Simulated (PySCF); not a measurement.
C₅H₇Br.
Cartesian coordinates in Å at the GFN2-xTB level; atoms count from 1:
```xyz
13
C5H7Br angstrom
Br    -1.5818   -0.9227    2.0873
C     -0.4790   -0.2799    0.6306
C     -0.4268    1.1554    0.0983
C      0.5624    0.3300   -0.7457
C      1.0508   -0.3153    0.5652
C     -0.5105   -0.7728   -0.8195
H     -1.3193    1.5249   -0.4012
H     -0.0053    1.9077    0.7610
H      1.1783    0.6904   -1.5594
H      1.5862    0.3229    1.2642
H      1.5156   -1.2957    0.4925
H     -0.1661   -1.7887   -0.9986
H     -1.4089   -0.5557   -1.3924
```

Vertical excitations from PySCF (density fitting, frozen core in the response, grid level 2 and gas phase unless stated; continuum runs use non-equilibrium linear response for the excitations) on a GFN2-xTB geometry. Reference run:

```tsv
settings	S1, eV (f)	S2, eV (f)	S3, eV (f)	S4, eV (f)	S5, eV (f)	S6, eV (f)	T1, eV (Tamm–Dancoff)	mean α (au)
PBE0/def2-SVPD, full TDDFT, 6 singlets	6.37 (0.000)	6.38 (0.000)	7.52 (0.083)	7.52 (0.084)	7.85 (0.000)	7.85 (0.000)	5.73	77.3
```

**Question.** What do these settings give: (1) OPBE/6-311G**, IEF-PCM chloroform, fitting basis def2-universal-jkfit, full TDDFT, 6 singlets; (2) PBE0/6-311G**, TDA, 6 singlets?

**Answer.** 
| settings | S1, eV (f) | S2, eV (f) | S3, eV (f) | S4, eV (f) | S5, eV (f) | S6, eV (f) | T1, eV (Tamm–Dancoff) | mean α (au) |
| --- | --- | --- | --- | --- | --- | --- | --- | --- |
| OPBE/6-311G**, IEF-PCM chloroform, fitting basis def2-universal-jkfit, full TDDFT, 6 singlets | 6.33 (0.000) | 6.33 (0.000) | 7.43 (0.009) | 7.44 (0.009) | 7.84 (0.556) | 7.84 (0.027) | 5.69 | 85.5 |
| PBE0/6-311G**, TDA, 6 singlets | 6.54 (0.000) | 6.54 (0.000) | 8.33 (0.023) | 8.33 (0.023) | 8.57 (0.449) | 8.62 (0.014) | – | 67.9 |

(1) S1 moves by -0.04 eV; functional, basis and environment change together, so the shift can't be laid on one. (2) S1 moves by +0.17 eV; basis and response scheme change together, so the shift can't be laid on one. States are counted by energy in each run and needn't keep their character from row to row.

All basis functions are spherical, in the Pople sets too.

**Question.** Give the leading configurations of S1 (H = HOMO, L = LUMO) and the HOMO–LUMO gap of each run.

**Answer.** 
```
                                                                                     settings  S1 configurations (weight)  S1 (eV)  orbital gap (eV)  S1 − gap (eV)
                                                       PBE0/def2-SVPD, full TDDFT, 6 singlets                    H→L 0.97     6.37              7.93          -1.56
OPBE/6-311G**, IEF-PCM chloroform, fitting basis def2-universal-jkfit, full TDDFT, 6 singlets                    H→L 0.99     6.33              6.02          +0.31
                                                               PBE0/6-311G**, TDA, 6 singlets                    H→L 0.98     6.54              8.10          -1.56
```

Where S1 or the frontier orbitals are degenerate, the weights hang on an arbitrary mixing within the set.

The species at its GFN2-xTB geometry. The PBE0/def2-SVPD calculation is non-relativistic and has no spin–orbit coupling, an omission that weighs most on bromine.
